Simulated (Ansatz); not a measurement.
Consider the substitution at a C–B bond: `BCBN` + `C=C=N` → `BCN=C=C` + `BN`.

Gas-phase electronic energies from Ansatz, PBE0-D4/def2-TZVP geometries. CCSD(T)/CBS adds triple-zeta CCSD(T) − MP2 to the extrapolated MP2 energy (def2 sets, frozen cores). This one scheme is used for every species. DFT in def2-TZVPP. Each species was taken in one conformer, which may not be the lowest.

`BCBN`:

```xyz
11

B    -0.594    1.081   -1.106
C     0.227   -0.210   -0.940
B     0.648   -0.173    0.591
N    -0.095   -0.842    1.557
H    -1.792    1.061   -1.052
H    -0.051    2.144   -1.218
H    -0.335   -1.122   -1.158
H     1.160   -0.175   -1.511
H     1.600    0.456    0.957
H     0.149   -0.838    2.533
H    -0.917   -1.384    1.347
```

`C=C=N`:

Cartesian coordinates in Å:
```
C -0.579 -0.359 -0.691
C 0.265 -0.005 0.239
N 1.097 0.218 1.100
H -1.529 -0.801 -0.425
H -0.336 -0.202 -1.734
H 1.081 1.149 1.511
```

`BCN=C=C`:

Cartesian coordinates in Å:
```
B -0.239 -1.630 1.338
C -0.153 -1.095 -0.118
N 0.806 -0.037 -0.353
C 0.515 1.112 -0.601
C 0.284 2.371 -0.872
H -1.040 -2.489 1.563
H 0.469 -1.224 2.209
H -1.163 -0.834 -0.472
H 0.139 -1.968 -0.723
H 0.177 3.092 -0.073
H 0.204 2.703 -1.898
```

`BN`:

Cartesian coordinates in Å:
```
B -0.244 -0.500 -0.395
N 0.251 0.514 0.407
H -1.415 -0.524 -0.644
H 0.511 -1.327 -0.819
H 1.223 0.595 0.656
H -0.325 1.241 0.796
```

| species | BHLYP energy (Eh) |
| --- | --- |
| `BCBN` | -146.77266 |
| `C=C=N` | -132.68386 |
| `BCN=C=C` | -197.40140 |
| `BN` | -82.02674 |

Problem. Work out ΔE.

Solution. ΔE = (-197.40140) + (-82.02674) − (-146.77266) − (-132.68386) = 0.02838 Eh = +0.77 eV. CCSD(T)/CBS gives +0.84 eV.

Largest T1 diagnostic among the species: 0.015.

Leaving LDA and LC-ωPBE aside and taking each functional with its dispersion term where it has one, the values, not all of them listed here, spread over 0.15 eV, from BLYP-D4 to B97M-V. In def2-TZVPP, CCSD(T) changes the Hartree–Fock value by +0.12 eV (the triples alone add +0.01 eV) and MP2 by +0.12 eV.
